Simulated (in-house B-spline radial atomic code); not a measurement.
Ionisation energies along the 37-electron series, configuration [Kr] 4d1, as differences of self-consistent energies. Dirac energy differences include first-order Breit, QED and recoil terms. NIST's values go from ground level to ground level; the uncertainty of those that are theory runs from under 0.1 % in few-electron ions to several per cent in heavy many-electron ones. Computed with an all-electron radial atomic-structure program (B-spline basis): Dirac-Hartree-Fock, average of the configuration, finite nuclei.

```csv
ion,configuration after,ionisation energy (eV),IE/(q+1)² (eV),Breit and QED recoil part (eV),tabulated value (eV),tabulated kind,computed minus tabulated (eV)
Cd11+,[Ar] 3d10 4s2 4p6,217.0,1.5066,-0.0056289,218,tabulated theory,-1.0
In12+,[Ar] 3d10 4s2 4p6,248.3,1.4694,-0.012631,249,tabulated theory,-0.7
Sn13+,[Ar] 3d10 4s2 4p6,281.5,1.4362,-0.020791,282,tabulated theory,-0.5
Sb14+,[Ar] 3d10 4s2 4p6,316.5,1.4065,-0.030176,317,tabulated theory,-0.5
Te15+,[Ar] 3d10 4s2 4p6,353.2,1.3798,-0.040814,354,tabulated theory,-0.8
I16+,[Ar] 3d10 4s2 4p6,391.7,1.3555,-0.052802,393,tabulated theory,-1.3
Xe17+,[Ar] 3d10 4s2 4p6,432.0,1.3335,-0.066148,434,tabulated theory,-2.0
Cs18+,[Ar] 3d10 4s2 4p6,474.1,1.3133,-0.080937,476,tabulated theory,-1.9
Ba19+,[Ar] 3d10 4s2 4p6,517.9,1.2948,-0.097201,520,tabulated theory,-2.1
La20+,[Ar] 3d10 4s2 4p6,563.5,1.2778,-0.11502,566,tabulated theory,-2.5
Ce21+,[Ar] 3d10 4s2 4p6,?,?,?,?,tabulated theory,?
Pr22+,[Ar] 3d10 4s2 4p6,659.9,1.2475,-0.15551,663,tabulated theory,-3.1
Nd23+,[Ar] 3d10 4s2 4p6,710.8,1.234,-0.17829,714,tabulated theory,-3.2
Pm24+,[Ar] 3d10 4s2 4p6,763.4,1.2214,-0.20284,767,tabulated theory,-3.6
Sm25+,[Ar] 3d10 4s2 4p6,817.7,1.2096,-0.22919,822,tabulated theory,-4.3
Eu26+,[Ar] 3d10 4s2 4p6,?,?,?,?,tabulated theory,?
Gd27+,[Ar] 3d10 4s2 4p6,931.6,1.1883,-0.28764,937,tabulated theory,-5.4
Tb28+,[Ar] 3d10 4s2 4p6,?,?,?,?,tabulated theory,?
Dy29+,[Ar] 3d10 4s2 4p6,1052.6,1.1695,-0.35409,1059,tabulated theory,-6.4
Ho30+,[Ar] 3d10 4s2 4p6,1115.7,1.1609,-0.39045,1122,tabulated theory,-6.3
Er31+,[Ar] 3d10 4s2 4p6,1180.5,1.1528,-0.429,1188,tabulated theory,-7.5
```

Q: Fill in the row of Ce21+.

A: ionisation energy (eV): 610.8; IE/(q+1)² (eV): 1.2621; Breit and QED recoil part (eV): -0.13444; tabulated value (eV): 613; computed minus tabulated (eV): -2.2.

Q: Fill in the row of Eu26+.

A: ionisation energy (eV): 873.8; IE/(q+1)² (eV): 1.1986; Breit and QED recoil part (eV): -0.25746; tabulated value (eV): 879; computed minus tabulated (eV): -5.2.

Q: Fill in the row of Tb28+.

A: ionisation energy (eV): 991.2; IE/(q+1)² (eV): 1.1786; Breit and QED recoil part (eV): -0.31984; tabulated value (eV): 997; computed minus tabulated (eV): -5.8.

Where a p, d or f electron is removed, the computed value is a mean over both j, so it misses the tabulated one by a part of the spin-orbit splitting; averaging over terms and missing correlation add to the gap, relatively most at low charge.
